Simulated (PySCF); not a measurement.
A species of formula C4H6ClFO2 has this rotational fingerprint, computed with PBE0/def2-SVPD in PySCF (dipole) on a GFN2-xTB geometry, gas phase:

| Item | Value |
| --- | --- |
| Rotational constants | A = 3185, B = 1038, C = 944.4 MHz |
| Dipole components | \|μa\| = 1.42 D, \|μb\| = 0.38 D, \|μc\| = 1.14 D |
| Inertial defect | -110.59 u·Å² |
| κ | -0.92 |

Question: Which candidate fits, each taken in the one conformer that was computed?
A. `[CH3:1][O:2][CH2:3][C@H:4]([F:5])[C:6](=[O:7])[Cl:8]` with C1–O2–C3–C4 -179°, O2–C3–C4–F5 179°, C3–C4–C6–O7 -107°
B. `[F:1][C@H:2]([Cl:3])[CH:4]1[O:5][CH2:6][CH2:7][O:8]1` with F1–C2–C4–O5 55°, C2–C4–O5–C6 -91°, C4–O5–C6–C7 -18°, O5–C6–C7–O8 0°, C6–C7–O8–C4 17°
C. `[F:1][C@H:2]1[O:3][CH2:4][C@H:5]([Cl:6])[CH2:7][O:8]1` with F1–C2–O3–C4 68°, C2–O3–C4–C5 52°, O3–C4–C5–Cl6 70°, C4–C5–C7–O8 50°
D. `[CH3:1][C@@:2]([F:3])([Cl:4])[CH2:5][C:6](=[O:7])[OH:8]` with C1–C2–C5–C6 67°, C2–C5–C6–O7 -57°, C5–C6–O8–H -179°

Answer: D. It is C[C@@](F)(Cl)CC(=O)O, a near-prolate asymmetric top, point group C1. The candidates at the same level (rigid rotor, commonest isotopes):

```
               SMILES  A (MHz)  B (MHz)  C (MHz)  μa (D)  μb (D)  μc (D)  Δ (u·Å²)  point group                        rotor
 C[C@@](F)(Cl)CC(=O)O     3185     1038    944.4    1.42    0.38    1.14   -110.59           C1  near-prolate asymmetric top
   COC[C@H](F)C(=O)Cl     2231     1125     1005    2.94    1.11    1.30   -172.91           C1               asymmetric top
F[C@H]1OC[C@H](Cl)CO1     3517     1277     1157    0.38    0.00    2.29   -102.57           Cs               asymmetric top
    F[C@H](Cl)C1OCCO1     3510     1186     1135    1.93    0.65    0.14   -124.82           C1  near-prolate asymmetric top
```

`COC[C@H](F)C(=O)Cl` has A 30 % too low; `F[C@H]1OC[C@H](Cl)CO1` has B 23 % too high; `F[C@H](Cl)C1OCCO1` has C 20 % too high. No structure here is proved a minimum.
